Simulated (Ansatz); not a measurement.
Gas-phase electronic energies from Ansatz, PBE0-D4/def2-TZVP geometries. CCSD(T)/CBS adds triple-zeta CCSD(T) − MP2 to the extrapolated MP2 energy (def2 sets, frozen cores). This one scheme is used for every species. Functionals use def2-TZVPP. For Se outer-core shells are correlated without core-valence functions, which leaves a few kJ/mol of doubt a bond. Scalar relativity is left out up to krypton. One conformer a species, not always the lowest.

Consider the cleavage of the Al–Si bond: `[OH][AlH][SiH2][SeH]` + NH₃ → `[NH2][AlH][OH]` + `[SiH3][SeH]`.

`[OH][AlH][SiH2][SeH]`:

Z-matrix (Å, degrees):
```
Si
Al 1 2.441
Se 1 2.294 2 106.5
H 1 1.491 2 113.0 3 -120.6
H 1 1.490 2 113.2 3 119.2
O 2 1.700 1 111.2 3 5.7
H 2 1.587 1 129.0 3 -174.4
H 3 1.469 1 92.4 2 -5.9
H 6 0.956 2 124.4 1 -180.0
```

NH₃:

Cartesian coordinates in Å:
```
N -0.117 0.030 -0.255
H 0.629 -0.655 -0.261
H 0.281 0.899 0.081
H -0.793 -0.274 0.435
```

`[NH2][AlH][OH]`:

Cartesian coordinates in Å:
```
N 1.187 0.557 -0.255
Al -0.448 0.118 0.224
O -0.970 -1.447 -0.179
H 1.828 -0.045 -0.746
H 1.611 1.452 -0.074
H -1.369 1.144 0.994
H -1.839 -1.779 0.036
```

`[SiH3][SeH]`:

Z-matrix (Å, degrees):
```
Si
Se 1 2.279
H 1 1.484 2 111.4
H 1 1.484 2 111.5 3 -122.1
H 1 1.483 2 104.9 3 119.0
H 2 1.469 1 93.0 3 60.4
```

```
               species  LC-ωPBE energy (Eh)
`[OH][AlH][SiH2][SeH]`          -3011.28700
                   NH₃            -56.55397
      `[NH2][AlH][OH]`           -374.81448
         `[SiH3][SeH]`          -2693.05837
```

Q: Work out ΔE.

A: ΔE = (-374.81448) + (-2693.05837) − (-3011.28700) − (-56.55397) = -0.03188 Eh = -0.87 eV. CCSD(T)/CBS gives -0.87 eV.

Largest T1 diagnostic among the species: 0.012.

In def2-TZVPP, CCSD(T) changes the Hartree–Fock value by +0.20 eV (the triples alone add +0.03 eV) and MP2 by +0.12 eV. From BLYP to BHLYP (50 % exact exchange), in def2-TZVPP and without D4, ΔE moves by −0.09 eV.
